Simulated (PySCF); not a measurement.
How do the members of this family differ from one of them?

PySCF, CAM-B3LYP/def2-SVPD, density fitting, gas phase; each molecule at its own PBE0-D3(BJ)/def2-SVP geometry, one conformer. Singlet excitations by full TDDFT with frozen cores and triplets by Tamm–Dancoff TDDFT. 

Torsions of the conformers computed, which needn't be the lowest (atom-mapped SMILES):
- `[SiH3:1][N:2]([SiH3:3])[c:4]1[cH:5][cH:6][s:7][cH:8]1`: Si1–N2–C4–C5 -155°
- `[GeH3:1][O:2][c:3]1[cH:4][cH:5][s:6][cH:7]1`: Ge1–O2–C3–C4 180°
- `[O:1]=[CH:2][O:3][c:4]1[cH:5][cH:6][s:7][cH:8]1`: O1–C2–O3–C4 0°, C2–O3–C4–C5 3°
- `[cH:1]1[cH:2][s:3][c:4](-[c:5]2[cH:6][cH:7][s:8][cH:9]2)[cH:10]1`: S3–C4–C5–C6 0°
- `[cH:1]1[cH:2][c:3](-[c:4]2[cH:5][cH:6][s:7][cH:8]2)[cH:9][cH:10][n:11]1`: C2–C3–C4–C5 153°
- `[CH3:1][O:2][B:3]([O:4][CH3:5])[c:6]1[cH:7][cH:8][s:9][cH:10]1`: C1–O2–B3–O4 177°, O2–B3–O4–C5 0°, O2–B3–C6–C7 167°
- `[CH3:1][Si:2]([CH3:3])([CH3:4])[O:5][c:6]1[cH:7][cH:8][s:9][cH:10]1`: C1–Si2–O5–C6 -178°, Si2–O5–C6–C7 -5°
- `[CH2:1]=[N:2][c:3]1[cH:4][cH:5][s:6][cH:7]1`: C1–N2–C3–C4 144°
- `[F:1][C:2]([F:3])([F:4])[S:5][c:6]1[cH:7][cH:8][s:9][cH:10]1`: F1–C2–S5–C6 180°, C2–S5–C6–C7 -85°
- `[F:1][CH:2]([F:3])[c:4]1[cH:5][cH:6][s:7][cH:8]1`: F1–C2–C4–C5 49°
- `[CH3:1][B:2]([CH3:3])[c:4]1[cH:5][cH:6][s:7][cH:8]1`: C1–B2–C4–C5 3°
- `[CH3:1][C:2](=[O:3])[O:4][c:5]1[cH:6][cH:7][s:8][cH:9]1`: C1–C2–O4–C5 179°, C2–O4–C5–C6 180°
- `[CH3:1][CH:2]([CH3:3])[O:4][c:5]1[cH:6][cH:7][s:8][cH:9]1`: C1–C2–O4–C5 72°, C2–O4–C5–C6 13°
- `[Cl:1][B:2]([Cl:3])[c:4]1[cH:5][cH:6][s:7][cH:8]1`: Cl1–B2–C4–C5 -1°

Reference: `Bc1ccsc1`, with HOMO energy -8.53 eV, LUMO energy -0.83 eV, lowest singlet excitation 4.85 eV, lowest triplet excitation 3.41 eV, mean polarisability 79.5 au and dipole moment 1.27 D.

Changes against it:

| molecule | Δ HOMO energy (eV) | Δ LUMO energy (eV) | Δ lowest singlet excitation (eV) | Δ lowest triplet excitation (eV) | Δ mean polarisability (au) | Δ dipole moment (D) |
| --- | --- | --- | --- | --- | --- | --- |
| c1csc(-c2ccsc2)c1 | +1.28 | +0.66 | -0.34 | -0.48 | +51.5 | -0.85 |
| c1cc(-c2ccsc2)ccn1 | +0.44 | +0.43 | +0.07 | +0.04 | +49.0 | +1.24 |
| COB(OC)c1ccsc1 | +0.37 | +1.19 | +0.70 | +0.29 | +29.7 | +0.02 |
| C[Si](C)(C)Oc1ccsc1 | +1.13 | +1.61 | +0.41 | +0.16 | +48.3 | +0.80 |
| C=Nc1ccsc1 | +0.68 | +0.67 | -0.53 | -0.18 | +5.3 | -0.01 |
| FC(F)(F)Sc1ccsc1 | -0.22 | +0.73 | +0.67 | +0.35 | +17.5 | +1.09 |
| FC(F)c1ccsc1 | -0.07 | +1.05 | +1.01 | +0.41 | -4.2 | +0.91 |
| CB(C)c1ccsc1 | +0.26 | +0.64 | +0.35 | +0.16 | +23.4 | -1.04 |
| CC(=O)Oc1ccsc1 | +0.47 | +1.28 | +0.72 | +0.36 | +14.3 | +1.10 |
| CC(C)Oc1ccsc1 | +1.16 | +1.55 | +0.33 | +0.10 | +25.5 | +0.74 |
| ClB(Cl)c1ccsc1 | -0.17 | -0.15 | +0.04 | +0.04 | +25.6 | +0.91 |

Rows whose labels were lost:

```csv
row,Δ HOMO energy (eV),Δ LUMO energy (eV),Δ lowest singlet excitation (eV),Δ lowest triplet excitation (eV),Δ mean polarisability (au),Δ dipole moment (D)
P,+0.33,+0.99,+0.70,+0.24,+2.4,+0.14
Q,+1.11,+1.32,+0.20,+0.14,+44.7,-0.65
R,+1.02,+1.47,+0.49,+0.28,+17.1,+0.23
```

Q: Which row belongs to which of `[SiH3]N([SiH3])c1ccsc1`, `[GeH3][O]c1ccsc1` and `O=COc1ccsc1`?

A: P = `O=COc1ccsc1`, Q = `[SiH3]N([SiH3])c1ccsc1` and R = `[GeH3][O]c1ccsc1`. P and Q are told apart most clearly by the mean polarisability (+2.4 against +44.7 au); P and R are told apart most clearly by the mean polarisability (+2.4 against +17.1 au); Q and R are told apart most clearly by the mean polarisability (+44.7 against +17.1 au).

Q: Which row has the smallest HOMO–LUMO gap and which the largest, and does the HOMO or the LUMO shift more there?

A: Smallest, counted from the reference: `c1csc(-c2ccsc2)c1`, -0.62 eV (HOMO +1.28, LUMO +0.66), the larger shift being that of the HOMO. Largest: `FC(F)c1ccsc1`, +1.12 eV (HOMO -0.07, LUMO +1.05), the larger shift being that of the LUMO.

Q: Fit a straight line for the change of the lowest singlet excitation against that of the lowest triplet excitation over the labelled rows, and test it on P, Q and R.

A: Over the 11 labelled rows the slope is 1.65 eV/eV, the intercept +0.12 eV, r = 0.92 and the standard error 0.19 eV. P: predicted +0.52, computed +0.70 eV; Q: predicted +0.36, computed +0.20 eV; R: predicted +0.59, computed +0.49 eV. The mean miss is 0.14 eV, against 0.23 eV for guessing the labelled rows' mean: the line helps only a little.
